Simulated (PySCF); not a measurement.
# TDDFT excited states: C6H15NSn

SnHMe2(pyrrolidide), C₆H₁₅NSn.
SMILES: `[H][Sn]([CH3])([CH3])[N]1CCCC1`

Computed, not measured: TDDFT CAM-B3LYP/def2-SVPD, vertical, gas phase, core orbitals frozen in the response, def2 core potentials past Kr (PySCF 2.14.0, density-fitted response routines). Isolated species at its PBE0-D3(BJ)/def2-SVP geometry (one conformer only). Spin–orbit coupling is left out.

**Question.** List the vertical singlet excitations with oscillator strengths and describe the spectrum.

**Answer.** 

```tsv
state	E (eV)	E (hartree)	f	main configurations (H = HOMO, L = LUMO)
S1	5.40	0.1984	0.025	H→L (40%), H→L+3 (27%), H→L+1 (22%)
S2	5.89	0.2164	0.044	H→L (41%), H→L+1 (18%), H→L+4 (12%)
S3	6.03	0.2215	0.046	H→L+2 (66%), H→L+1 (14%)
S4	6.08	0.2234	0.011	H→L+3 (39%), H→L+1 (36%), H→L+2 (12%)
S5	6.61	0.2430	0.026	H→L+4 (44%), H→L+5 (20%), H→L+6 (18%)
S6	6.77	0.2486	0.020	H→L+5 (55%), H→L+4 (23%)
S7	7.00	0.2572	0.047	H→L+6 (68%), H→L+4 (12%)
S8	7.30	0.2684	0.030	H→L+7 (71%)
S9	7.42	0.2728	0.0055	H→L+8 (46%), H→L+11 (20%), H-1→L (9%)
S10	7.49	0.2753	0.100	H-1→L (63%)
```

Triplets, Tamm–Dancoff:

```tsv
state	E (eV)	λ (nm)	main configurations (H = HOMO, L = LUMO)
T1	4.96	249.9	H→L+3 (35%), H→L+1 (24%), H→L (15%)
T2	5.69	218.0	H→L (54%), H→L+2 (28%), H→L+4 (8%)
T3	5.85	212.0	H→L+2 (48%), H→L+3 (18%), H→L (13%)
T4	5.91	209.7	H→L+1 (60%), H→L+3 (13%), H→L+2 (9%)
```

The lowest singlet comes at 230 nm (521 kJ/mol) in the ultraviolet; it is weak; its leading configuration is HOMO→LUMO (40%). The strongest level in the table is S10 at 7.49 eV (166 nm, f = 0.100). It is the last of those listed, so stronger ones may follow. Löwdin shares by element: HOMO nitrogen 56%, carbon 20% or more (atoms not listed hold the other 23%); LUMO tin 35%, carbon 17% or more, hydrogen 6% or more (atoms not listed hold the other 42%). Orbital energies (eV): HOMO-3 -10.00, HOMO-2 -9.77, HOMO-1 -9.36, HOMO -7.18, LUMO 0.88, LUMO+1 1.33, LUMO+2 1.49. Of the 10 states listed, 9 reach f = 0.01 and none stays under 0.0005. No computed singlet lies in the visible range (380 to 750 nm); the lowest, at 230 nm, stands 2.14 eV above its violet end (3.26 eV). The window holds the lowest 10 singlets.

On an Arm Neoverse V1 with one thread, shared host, this took 2.9 min (grids of density and orbitals included) and 1.8 GiB of memory at its peak.
